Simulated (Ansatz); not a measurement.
Calculated with Ansatz (gas phase, PBE0-D4/def2-TZVP geometries, no zero-point term in ΔE). CCSD(T)/CBS adds triple-zeta CCSD(T) − MP2 to the extrapolated MP2 energy (def2 sets, frozen cores). This one scheme is used for every species. DFT in def2-TZVPP. Elements past krypton have def2 core potentials. For Ge, Sb outer-core shells are correlated without core-valence functions, which leaves a few kJ/mol of doubt a bond. Scalar relativity is left out up to krypton. Each species was taken in one conformer, which may not be the lowest.

Consider the cleavage of the Ge–Sb bond: `[GeH3][SbH2]` + `O[SiH](O)F` → `O[SiH](F)[O][GeH3]` + stibine.

CCSD(T)/CBS gives +3.2 kcal/mol.

(1) Another level gave -1.1 kcal/mol. Which?
A. SCS-MP2/def2-TZVPP
B. B97M-V/def2-TZVPP
C. r2SCAN/def2-TZVPP
D. revPBE/def2-TZVPP

(2) What do rigid-rotor, harmonic-oscillator terms from PBE0-D4/def2-TZVP frequencies (298.15 K, 1 bar) make of the CCSD(T)/CBS value? (Best estimate.)

Largest T1 diagnostic among the species: 0.014.

## Answers

(1) B. B97M-V -1.1, r2SCAN 3.3, revPBE 5.8, SCS-MP2/def2-TZVPP 0.2 kcal/mol.

(2) The calculation gave: ΔZPE = -1.9 kcal/mol, ΔH = +1.4 kcal/mol, ΔS = -7 J/(mol·K), ΔG = +1.9 kcal/mol. Modes under 50 cm⁻¹ make the entropy rough.

From BLYP to BHLYP (50 % exact exchange), in def2-TZVPP and without D4, ΔE moves by −2.1 kcal/mol. Leaving LDA and LC-ωPBE aside and taking each functional with its dispersion term where it has one, the values, not all of them listed here, spread over 6.7 kcal/mol, from B97M-V to PBE-D4. In def2-TZVPP, CCSD(T) changes the Hartree–Fock value by +3.3 kcal/mol (the triples alone add +0.4 kcal/mol) and MP2 by +4.6 kcal/mol.
